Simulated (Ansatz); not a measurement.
Consider the redistribution: `B[SiH](O)OC` + `[CH3][Al]([OH])[F]` → `B[SiH](O)F` + `C[O][Al]([CH3])[OH]`.

Gas-phase electronic energies from Ansatz, PBE0-D4/def2-TZVP geometries. CBS: MP2 limit from def2 TZ/QZ plus the TZ coupled-cluster correction, frozen cores. One conformer a species, not always the lowest.

```csv
level,ΔE (kcal/mol)
SCS-MP2/def2-QZVPP,4.3
MP2/CBS(def2),4.7
```

Q: What does CCSD(T)/CBS give? (Best estimate.)

A: Ansatz gave: +4.4 kcal/mol. The listed levels differ from it by -0.1, 0.3 kcal/mol.

Largest T1 diagnostic among the species: 0.012.

In def2-TZVPP, CCSD(T) changes the Hartree–Fock value by +1.1 kcal/mol (the triples alone add +0.2 kcal/mol) and MP2 by +1.4 kcal/mol.
